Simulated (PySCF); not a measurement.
Task: Write Cartesian coordinates for InChI=1S/C4HCl2N/c5-2-1-4(6)3-7/h2H as optimised with PBE0-D3(BJ)/def2-SVP.

Result: 
```xyz
8
C4HCl2N angstrom
N      2.6905    1.3501   -0.4396
C      1.8551    0.5976   -0.1582
C      0.8331   -0.3409    0.1884
Cl     1.4019   -1.9000    0.7068
C     -0.4461   -0.0476    0.1168
C     -1.7166    0.2398    0.0280
Cl    -2.6339    0.9176    1.3181
H     -2.2861    0.0678   -0.8914
```

Any rigid rotation of these coordinates is as good. Atoms count from 1 in this order. The 3 C–C bonds span 1.306 Å (C5=C6, drawn double) to 1.430 Å (C2–C3, drawn single), a spread of 0.124 Å.

Bonds between heavy atoms (Å): N1≡C2 1.159, C2–C3 1.430, C3–Cl4 1.739, C3=C5 1.314, C5=C6 1.306, C6–Cl7 1.722.

Method used: PBE0-D3(BJ)/def2-SVP geometry optimisation, gas phase in PySCF 2.14.0.

Point group: C1 (no symmetry element, even within 0.4 Å). No PBE0-D3(BJ)/def2-SVP frequencies stand behind this structure, so it isn't proved a minimum.
